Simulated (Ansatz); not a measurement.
C3H18B3N3⁻, that is (H2B-mu-NHMe)3 with one electron more. The state is a doublet with charge -1. Geometry r2SCAN-D4/def2-SVP, that of the neutral singlet; atoms count from 1.

```xyz
27

B    -0.493   -0.997   -0.913
H    -1.259   -1.738   -0.320
H    -0.349   -1.290   -2.099
N     0.923   -1.060   -0.200
C     1.407   -2.456   -0.196
B     0.971   -0.480    1.274
H     2.142   -0.443    1.645
H     0.258   -1.166    1.984
N     0.391    1.002    1.248
C     1.340    2.001    0.718
B    -1.071    1.118    0.631
H    -1.839    0.474    1.324
H    -1.372    2.306    0.540
N    -1.051    0.485   -0.821
C    -2.411    0.533   -1.398
H     1.592   -0.537   -0.773
H     2.416   -2.509    0.241
H     1.414   -2.861   -1.219
H     0.723   -3.055    0.418
H     0.252    1.221    2.237
H     1.526    1.809   -0.350
H     2.305    1.936    1.242
H     0.924    3.016    0.807
H    -0.475    1.081   -1.423
H    -2.405    0.131   -2.422
H    -2.789    1.566   -1.397
H    -3.070   -0.087   -0.777
```

The highest occupied level of the charge -1 doublet lies above zero (up to 2.85 eV). By energy differences it is unbound by 1.42 eV (vertical, against the charge 0 singlet, at PBE0-D4/def2-TZVP) and held by the finite basis.

Problem. Estimate the Mulliken populations from the PBE0/def2-TZVP orbitals of Ansatz.

Solution. 
```tsv
atom	charge (e)	spin (α − β)
B1	-0.70	0.51
H2	-0.05	0.00
H3	0.08	-0.11
N4	0.16	-0.19
C5	-0.24	-0.05
B6	-0.60	0.34
H7	0.00	-0.04
H8	-0.03	0.00
N9	-0.10	0.05
C10	0.41	-0.70
B11	-0.60	0.34
H12	-0.03	0.00
H13	0.00	-0.04
N14	0.16	-0.19
C15	-0.24	-0.05
H16	0.09	0.18
H17	0.12	0.01
H18	0.12	0.01
H19	0.12	0.00
H20	0.20	0.00
H21	-0.33	0.53
H22	0.01	0.11
H23	0.01	0.11
H24	0.09	0.18
H25	0.12	0.01
H26	0.12	0.01
H27	0.12	0.00
```
Mulliken values depend strongly on the basis.

Problem. Where does the spin sit?

Solution. Summed by element: B 1.20, H 0.94, N -0.33, C -0.80, of 1 unpaired in all. Largest on single atoms: C10 -0.70, H21 0.53, B1 0.51.

Problem. And the Mayer bond orders between heavy atoms (over 0.3)?

Solution. B1–N4 0.58 (1.59 Å); B1–B6 0.36 (2.68 Å); B1–B11 0.36 (2.68 Å); B1–N14 0.58 (1.59 Å); N4–C5 0.99 (1.48 Å); N4–B6 0.67 (1.58 Å); B6–N9 0.88 (1.59 Å); N9–C10 0.82 (1.48 Å); N9–B11 0.88 (1.59 Å); B11–N14 0.67 (1.58 Å); N14–C15 0.99 (1.48 Å).
